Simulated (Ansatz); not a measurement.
Relaxation of C2H6FSi (10 atoms, charge 1, multiplicity 1), to a largest force component of 0.02 eV/Å in at most 40 steps.

Theory: RKS PBE-D4/6-31G in Ansatz 0.2.0.

```xyz
10
Properties=species:S:1:pos:R:3:forces:R:3
C -0.354 1.136 -0.792 -0.02 0.38 -0.04
C -0.209 -0.250 -0.470 0.88 0.92 1.95
F -0.605 -1.079 -1.372 -0.94 -1.87 -2.11
Si 0.524 -1.032 1.171 -0.22 0.30 -0.48
H 0.009 1.793 -0.007 0.10 0.30 0.21
H -1.406 1.359 -1.033 -0.47 0.13 0.03
H 0.131 1.360 -1.755 0.32 0.12 -0.34
H 0.437 -2.471 0.991 -0.01 -0.83 -0.02
H -0.378 -0.402 2.136 -0.41 0.28 0.68
H 1.851 -0.414 1.131 0.77 0.27 0.14
```

Where does it end, and by what steps?

The run converged. Limits of this set-up: no polarisation functions, the dipole of an ion depends on the origin. After 6 steps the energy has fallen by 0.174 eV; H10 moved furthest, 0.09 Å.

```csv
step,energy less start (eV),largest force component (eV/Å),accepted
0,0.0000,2.115,yes
1,-0.1527,0.910,yes
2,-0.1724,0.186,yes
3,-0.1725,0.173,yes
4,-0.1722,0.214,no
5,-0.1739,0.025,yes
6,-0.1739,0.003,yes
```

```xyz
10
Properties=species:S:1:pos:R:3
C -0.369 1.160 -0.818
C -0.208 -0.241 -0.478
F -0.619 -1.104 -1.431
Si 0.521 -1.036 1.165
H -0.008 1.835 -0.032
H -1.440 1.377 -1.044
H 0.139 1.385 -1.785
H 0.435 -2.520 1.009
H -0.360 -0.414 2.221
H 1.909 -0.443 1.193
```

Time of the run: 8.8 s on 1 CPU thread of a shared host.
